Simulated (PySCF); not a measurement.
HO (SMILES [OH-]), charge -1, singlet, at a GFN2-xTB geometry (in this run its highest filled SCF level lies above zero, so its values depend strongly on the basis, on diffuse functions most of all); CAMB3LYP/6-31G** (PySCF).

Here is a job for PySCF.
```python
from pyscf import gto, scf, dft

mol = gto.M(
    atom='''
O    -0.000000   -0.000000   -0.108754
H     0.000000    0.000000    0.870031
''',
    basis='6-31g**',
    charge=-1,
    spin=0,
    verbose=4,
)

mf = dft.RKS(mol)
mf.xc = 'camb3lyp'
mf.kernel()
mf.analyze()
```

Question: Write the output that PySCF gives for this input, abridged.

Answer: 
```
PySCF version 2.14.0

[INPUT] verbose = 4
[INPUT] num. atoms = 2
[INPUT] num. electrons = 10
[INPUT] charge = -1
[INPUT] spin (= nelec alpha-beta = 2S) = 0
[INPUT] symmetry False subgroup None
[INPUT] Mole.unit = angstrom
[INPUT] Symbol           X                Y                Z      unit          X                Y                Z       unit  Magmom
[INPUT]  1 O      0.000000000000   0.000000000000  -0.108754000000 AA    0.000000000000   0.000000000000  -0.205515274951 Bohr   0.0
[INPUT]  2 H      0.000000000000   0.000000000000   0.870031000000 AA    0.000000000000   0.000000000000   1.644120309881 Bohr   0.0

nuclear repulsion = 4.32517630262009
number of shells = 9
number of NR pGTOs = 34
number of NR cGTOs = 19
basis = 6-31g**
ecp = {}

******** <class 'pyscf.dft.rks.RKS'> ********
method = RKS
initial guess = minao
damping factor = 0
level_shift factor = 0
DIIS = <class 'pyscf.scf.diis.CDIIS'>
diis_start_cycle = 1
diis_space = 8
diis_damp = 0
SCF conv_tol = 1e-09
SCF conv_tol_grad = None
SCF max_cycles = 50
direct_scf = True
direct_scf_tol = 1e-13
XC library pyscf.dft.libxc version 7.1.2
    S. Lehtola, C. Steigemann, M. J. T. Oliveira, and M. A. L. Marques,  SoftwareX 7, 1–5 (2018)
XC functionals = camb3lyp
    T. Yanai, D. P. Tew, and N. C. Handy,  Chem. Phys. Lett. 393, 51 (2004)
radial grids:
    Treutler-Ahlrichs [JCP 102, 346 (1995); DOI:10.1063/1.469408] (M4) radial grids

becke partition: Becke, JCP 88, 2547 (1988); DOI:10.1063/1.454033
pruning grids: <function nwchem_prune>
grids dens level: 3
symmetrized grids: False
atomic radii adjust function: <function treutler_atomic_radii_adjust>
small_rho_cutoff = 0
Set gradient conv threshold to 3.16228e-05
Initial guess from minao.
tot grids = 23896
init E= -75.5045818249807
  HOMO = -0.411992333837745  LUMO = 0.0912899003278715  gap/eV = 13.69501
cycle= 1 E= -75.4926891507126  delta_E= 0.0119  |g|= 1.03  |ddm|= 1.03
  HOMO = 0.337820751595484  LUMO = 0.525689650670848  gap/eV = 5.11217
cycle= 2 E= -75.4310676418533  delta_E= 0.0616  |g|= 1.19  |ddm|= 1.74
  HOMO = 0.0971631460879555  LUMO = 0.465495825831554  gap/eV = 10.02284
cycle= 3 E= -75.6952777305546  delta_E= -0.264  |g|= 0.0143  |ddm|= 0.981
  HOMO = 0.0973919794172909  LUMO = 0.472517677548591  gap/eV = 10.20769
cycle= 4 E= -75.6953390852319  delta_E= -6.14e-05  |g|= 0.00522  |ddm|= 0.0188
  HOMO = 0.0957391069967917  LUMO = 0.472150128227018  gap/eV = 10.24267
cycle= 5 E= -75.6953447505034  delta_E= -5.67e-06  |g|= 0.00115  |ddm|= 0.00473
  HOMO = 0.0954366702733544  LUMO = 0.472239774262365  gap/eV = 10.25333
cycle= 6 E= -75.6953450469517  delta_E= -2.96e-07  |g|= 8.84e-05  |ddm|= 0.0011
  HOMO = 0.0954059239632499  LUMO = 0.472223789704483  gap/eV = 10.25374
cycle= 7 E= -75.6953450508529  delta_E= -3.9e-09  |g|= 8.54e-06  |ddm|= 0.000261
  HOMO = 0.0954049234076774  LUMO = 0.472225705859138  gap/eV = 10.25382
cycle= 8 E= -75.6953450508768  delta_E= -2.39e-11  |g|= 5.59e-07  |ddm|= 1.65e-05
  HOMO = 0.0954048235667492  LUMO = 0.472225683289031  gap/eV = 10.25382
Extra cycle  E= -75.6953450508769  delta_E= -1.71e-13  |g|= 2.57e-07  |ddm|= 9.25e-07
converged SCF energy = -75.6953450508769
**** SCF Summaries ****
Total Energy =                         -75.695345050876924
Nuclear Repulsion Energy =               4.325176302620085
One-electron Energy =                 -117.112049116255321
Two-electron Energy =                   37.091527762758311
Two-electron Coulomb Energy =           46.337392912487971
DFT Exchange-Correlation Energy =       -9.245865149729658
HOMO-LUMO gap [eV] =                    10.253817874291267
**** MO energy ****
MO #1   energy= -18.7307930944431  occ= 2
MO #2   energy= -0.557084482742797 occ= 2
MO #3   energy= -0.052943911389487 occ= 2
MO #4   energy= 0.0954048235667414 occ= 2
MO #5   energy= 0.0954048235667492 occ= 2
MO #6   energy= 0.472225683289031  occ= 0
MO #7   energy= 1.23589534490462   occ= 0
MO #8   energy= 1.37500324656368   occ= 0
MO #9   energy= 1.37500324656369   occ= 0
MO #10  energy= 1.40132858689226   occ= 0
MO #11  energy= 1.72339862240424   occ= 0
MO #12  energy= 2.08223334952593   occ= 0
MO #13  energy= 2.08223334952593   occ= 0
 ** Mulliken pop on meta-lowdin orthogonal AOs  **
 ** Mulliken pop  **
pop of  0 O 1s            1.99996
pop of  0 O 2s            1.81844
pop of  0 O 3s            0.01351
pop of  0 O 2px           1.98335
pop of  0 O 2py           1.98335
pop of  0 O 2pz           1.30489
pop of  0 O 3px           0.01349
pop of  0 O 3py           0.01349
pop of  0 O 3pz           0.00160
pop of  0 O 3dxy          0.00000
pop of  0 O 3dyz          0.00120
pop of  0 O 3dz^2         0.00294
pop of  0 O 3dxz          0.00120
pop of  0 O 3dx2-y2       0.00000
pop of  1 H 1s            0.85390
pop of  1 H 2s            0.00391
pop of  1 H 2px           0.00195
pop of  1 H 2py           0.00195
pop of  1 H 2pz           0.00085
 ** Mulliken atomic charges  **
charge of    0O =     -1.13744
charge of    1H =      0.13744

WARN: System has nonzero charge -1; the dipole moment is origin-dependent.
Location of origin: [0. 0. 0.]

Dipole moment(X, Y, Z, Debye):  0.00000,  0.00000,  1.20730
```
